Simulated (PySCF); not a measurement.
Compound: C₄H₉ClGe.
Z-matrix (Å and degrees, PBE0-D3(BJ)/def2-SVP geometry), rows numbered from 1:
```
C 
C   1  1.3360
Ge  2  1.9387  1  123.81
C   3  1.9523  2  110.78  1    -4.68
C   3  1.9715  2  107.45  1  -125.06
Cl  5  1.7918  3  109.66  2   -57.71
H   1  1.0962  2  122.20  3    -0.96
H   1  1.0961  2  121.97  3   179.14
H   2  1.0968  1  119.04  3  -178.83
H   3  1.5425  2  110.68  1   118.85
H   4  1.0996  3  110.63  2  -178.84
H   4  1.1001  3  110.29  2    61.63
H   4  1.0999  3  110.67  2   -58.38
H   5  1.0990  3  111.27  2    61.29
H   5  1.0990  3  111.84  2  -177.16
```

Method used: PBE0-D3(BJ)/def2-SVP geometry optimisation, gas phase in PySCF 2.14.0.

Take the most abundant isotopes and a rigid rotor. The values belong to one conformer with, in the numbering `[CH2:1]=[CH:2][Ge@H:3]([CH3:4])[CH2:5][Cl:6]`, C1–C2–Ge3–C4 -5°, C2–Ge3–C5–Cl6 -58°.

Task: Give the principal moments of inertia and the rotational constants in MHz.

Result: Ia = 176.18, Ib = 414.90, Ic = 539.26 u·Å²; 505379 MHz·u·Å²/I gives A = 2868, B = 1218, C = 937.2 MHz.

Task: Classify the top.

Result: An asymmetric top: κ = (2 × 1218 − 2868 − 937.2)/(2868 − 937.2) = -0.71.

Task: Is it planar, by Δ = Ic − Ia − Ib?

Result: Not planar: Δ = Ic − Ia − Ib = -51.83 u·Å². For a rigid frame Δ = −2 Σ m c², so Σ m c² = 25.91 u·Å² lies off the ab plane: 9.91 from hydrogen and 16.01 from heavier atoms. The atom farthest from that plane is 1.76 Å away.

Task: Give the other two planar moments, Paa and Pbb, and the rms extents of the mass along the axes.

Result: Paa = Σ m a² = (Ib + Ic − Ia)/2 = 388.99 and Pbb = Σ m b² = (Ia + Ic − Ib)/2 = 150.27 u·Å². With the mass M = 165.96 u, the rms extents √(P/M) along a, b and c are 1.53, 0.95, 0.40 Å.

Task: List the rotational levels J(Ka,Kc) to J = 4 (MHz).

Result: Above 0(0,0):
J = 1: 1(0,1) 2155, 1(1,1) 3806, 1(1,0) 4087
J = 2: 2(0,2) 6433, 2(1,2) 7835, 2(1,1) 8678, 2(2,1) 13629, 2(2,0) 13662
J = 3: 3(0,3) 12770, 3(1,3) 13860, 3(1,2) 15543, 3(2,2) 20095, 3(2,1) 20257, 3(3,1) 29069, 3(3,0) 29071
J = 4: 4(0,4) 21086, 4(1,4) 21860, 4(1,3) 24652, 4(2,3) 28690, 4(2,2) 29157, 4(3,2) 37749, 4(3,1) 37766, 4(4,1) 50232, 4(4,0) 50232
The levels of one J sum to (2J + 1)J(J + 1)(A + B + C)/3.

Task: Which types of transition are allowed, and where do some lines up to J = 5 fall?

Result: The dipole components are |μa| = 1.73 D, |μb| = 0.98 D, |μc| = 1.01 D. Intensities carry the squares of the components, which stand as 1.00 : 0.32 : 0.34 (a : b : c). Some lines, for components of 0.1 D or more:

```tsv
type	branch	J(Ka,Kc)	MHz	lower level (cm⁻¹)
c	Q	2(1,2) ← 2(0,2)	1402	0.215
a	R	1(0,1) ← 0(0,0)	2155	0.000
a	R	2(1,2) ← 1(1,1)	4030	0.127
c	Q	4(2,3) ← 4(1,3)	4038	0.822
c	R	1(1,0) ← 0(0,0)	4087	0.000
b	Q	5(3,2) ← 5(2,3)	8268	1.348
a	R	4(2,2) ← 3(2,1)	8900	0.676
b	Q	3(3,1) ← 3(2,2)	8974	0.670
b	R	2(2,0) ← 1(1,1)	9856	0.127
a	R	5(1,4) ← 4(1,3)	11308	0.822
c	Q	5(4,2) ← 5(3,2)	12400	1.624
b	Q	4(4,1) ← 4(3,2)	12483	1.259
b	R	5(2,4) ← 4(1,3)	14741	0.822
c	R	4(2,3) ← 3(1,3)	14830	0.462
b	R	4(2,2) ← 3(1,3)	15296	0.462
c	R	3(3,1) ← 2(2,1)	15440	0.455
c	R	4(4,1) ← 3(3,1)	21163	0.970
c	R	5(5,0) ← 4(4,0)	26899	1.676
b	R	5(5,0) ← 4(4,1)	26899	1.676
```

Task: Estimate the classical rotational partition function at 50 K, 298.15 K and 500 K.

Result: Point group C1, symmetry number σ = 1; q = (√π/σ)·√((kT/h)³/(ABC)), k/h = 20836.6 MHz/K: 32900 at 50 K, 480000 at 298.15 K, 1040000 at 500 K.

Whether it is a minimum is left open (no frequencies). Constants of a rigid frame at the computed geometry: no zero-point averaging, no centrifugal distortion. A rigid rotor knows nothing of internal rotation, which can split or shift real lines. Quadrupole hyperfine structure (35Cl) is left out.
